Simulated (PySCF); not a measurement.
PySCF job for C10H7N3, SMILES C1=CC2=CC=CC3=NC=NC(=C1)N23, SMD-M06-2X/def2-SVP. Coordinates come from a PBE0-D3(BJ)/def2-SVP optimisation.

```python
import numpy as np
from pyscf import gto, scf, dft
from pyscf.solvent import smd

mol = gto.M(
    atom='''
    C     0.00000000   -2.42088321   -1.35620988
    C     0.00000000   -1.23735249   -2.06438296
    C     0.00000000    0.00000006   -1.38785655
    C     0.00000000    1.23735269   -2.06438286
    C     0.00000000    2.42088334   -1.35620966
    C     0.00000000    2.40940603    0.03524841
    C     0.00000000    1.20271151    0.73651786
    N     0.00000000    1.18355616    2.08062380
    C     0.00000000   -0.00000012    2.66420124
    N     0.00000000   -1.18355635    2.08062370
    C     0.00000000   -1.20271157    0.73651775
    C     0.00000000   -2.40940603    0.03524818
    N     0.00000000    0.00000000    0.00691660
    H     0.00000000   -3.37428325   -1.88986885
    H     0.00000000   -1.21724912   -3.15370452
    H     0.00000000    1.21724940   -3.15370442
    H     0.00000000    3.37428342   -1.88986855
    H     0.00000000    3.31569875    0.63781636
    H     0.00000000   -0.00000017    3.76221601
    H     0.00000000   -3.31569881    0.63781605
    ''',
    basis='def2-SVP',
    charge=0,
    spin=0,
    max_memory=1600,
    verbose=3,
)
mf = dft.RKS(mol, xc='m06-2x').density_fit(auxbasis='def2-universal-jkfit')
mf.grids.level = 4
mf.conv_tol = 1e-9
mf.max_cycle = 100
mf.kernel()
res = {}
for name in ['water', '2-propanol', 'chlorobenzene']:
    s = mf.SMD()
    s.with_solvent.solvent, s.with_solvent.sasa_ng = name, 194
    s.kernel(mf.make_rdm1())
    res[name] = (s.e_tot, s.with_solvent.get_cds(), s.dip_moment(), s.mo_energy, s.converged)
    print(f'SMD {name}: dG(solv) = {(s.e_tot - mf.e_tot) * 627.509474:.3f} kcal/mol, of which CDS {res[name][1] * 627.509474:.3f}')
```

Program output:

```
converged SCF energy = -548.896567487991
converged SCF energy = -548.910383291283
Dipole moment(X, Y, Z, Debye): -0.00000,  0.00000, -5.33294
SMD water: dG(solv) = -8.670 kcal/mol, of which CDS 0.953
converged SCF energy = -548.916022057777
Dipole moment(X, Y, Z, Debye): -0.00000,  0.00000, -5.19250
SMD 2-propanol: dG(solv) = -12.208 kcal/mol, of which CDS -3.222
converged SCF energy = -548.92119317166
Dipole moment(X, Y, Z, Debye): -0.00000,  0.00000, -4.81006
SMD chlorobenzene: dG(solv) = -15.453 kcal/mol, of which CDS -8.260
```

The run converged.

Cost: about 12 core-minutes (a rough figure).
